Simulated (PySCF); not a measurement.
Electronic structure of Ho (holmium, neutral) at the LDA level

Configuration: [Xe] 4f11 5d1 6s1, one real determinant (an excited configuration). Calculation: PySCF 2.14, in x2c-TZVPPall with one added diffuse shell each of s, p, d, f type (12s8p8d5f2g, 129 functions); scalar relativity by spin-free X2C-1e.

| Quantity | Value |
| --- | --- |
| Total energy | -12607.05 hartree |
| One-electron energy | -17287.75 hartree |
| Hartree (Coulomb) energy | 4946.39 hartree |
| Exchange-correlation energy | -265.69 hartree |
| ⟨S²⟩ | 8.7513 |
| ⟨L²⟩ | 40.003 |
| Sum of ⟨r⟩ | 43.87 bohr |
| Sum of ⟨r²⟩ | 76.18 bohr² |
| Traceless quadrupole moment −½Σ⟨3z² − r²⟩ along its main axis | -5.98 e·bohr² |
| Langevin diamagnetic susceptibility | -60.3 ×10⁻⁶ cm³/mol |
| Time after the integrals | 5.2 s of wall time on 1 thread of Neoverse-V2 (shared host) |

| shell | electrons | mean orbital energy (eV) | spread (eV) | rms radius, mean of both spins (bohr) |
| --- | --- | --- | --- | --- |
| 1s α | 1 | -55283.0 | 0 | 0.0236 |
| 1s β | 1 | -55283.0 | 0 | 0.0236 |
| 2s α | 1 | -9248.3 | 0 | 0.0954 |
| 2s β | 1 | -9248.2 | 0 | 0.0954 |
| 2p α | 3 | -8216.7 | 0.039 | 0.0858 |
| 2p β | 3 | -8216.6 | 0.027 | 0.0858 |
| 3s α | 1 | -2065.6 | 0 | 0.246 |
| 3s β | 1 | -2064.4 | 0 | 0.246 |
| 3p α | 3 | -1748.8 | 0.294 | 0.246 |
| 3p β | 3 | -1747.5 | 0.208 | 0.246 |
| 3d α | 5 | -1336.4 | 0.385 | 0.225 |
| 3d β | 5 | -1335.4 | 0.210 | 0.225 |
| 4s α | 1 | -407.59 | 0 | 0.552 |
| 4s β | 1 | -404.96 | 0 | 0.552 |
| 4p α | 3 | -302.79 | 0.428 | 0.587 |
| 4p β | 3 | -300.19 | 0.250 | 0.587 |
| 4d α | 5 | -158.89 | 0.766 | 0.644 |
| 4d β | 5 | -156.35 | 0.257 | 0.644 |
| 5s α | 1 | -50.007 | 0 | 1.36 |
| 5s β | 1 | -48.585 | 0 | 1.36 |
| 5p α | 3 | -25.651 | 0.071 | 1.63 |
| 5p β | 3 | -24.451 | 0.301 | 1.63 |
| 6s α | 1 | -4.052 | 0 | 4.31 |
| 4f α | 7 | -3.459 | 0.890 | 1.02 |
| 4f β | 4 | -1.392 | 0.263 | 1.02 |
| 5d α | 1 | -1.281 | 0 | 4.32 |

⟨L²⟩ = 40.00 against 72 for a pure L term, so this real determinant mixes terms. Spin-orbit coupling, absent here, splits the open shell strongly.

Densities and radii are taken from the X2C orbitals without a picture-change correction, which distorts them close to the nucleus.
